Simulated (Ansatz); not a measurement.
C2H5NSSi can be A, `C[SiH2]SC#N`, or B, `N[SiH]1C=C1S`.

Program: Ansatz. Geometries: PBE0-D4/def2-TZVP. ΔE: electronic, gas phase. CCSD(T)/CBS adds triple-zeta CCSD(T) − MP2 to the extrapolated MP2 energy (def2 sets, frozen cores). Functionals use def2-TZVPP. B3LYP here is the variant with VWN-RPA as its local correlation; programs differ in this. One conformer a species, not always the lowest.

(1) Which isomer does CCSD(T)/CBS put lower? Give the gap. (An estimate is asked.)

(2) Give E(B) − E(A) in kJ/mol with B3LYP-D4, CCSD/def2-TZVPP, MP2/def2-TZVPP, B2PLYP, r2SCAN-D4, HF/def2-TZVPP, PBE-D4. (Estimate.)

Largest T1 diagnostic: 0.013.

Results:

(1) The calculation gave: A, by 100.5 kJ/mol.

(2) The calculation gave: B3LYP-D4 104.2, CCSD/def2-TZVPP 111.5, MP2/def2-TZVPP 111.6, B2PLYP 110.1, r2SCAN-D4 90.7, HF/def2-TZVPP 120.2, PBE-D4 91.9. None reverses the order clearly.

From PBE to PBE0 (25 % exact exchange), in def2-TZVPP and without D4, E(B) − E(A) moves by −6.6 kJ/mol. In def2-TZVPP, CCSD(T) changes the Hartree–Fock value by −8.0 kJ/mol (the triples alone add +0.8 kJ/mol) and MP2 by −8.6 kJ/mol.
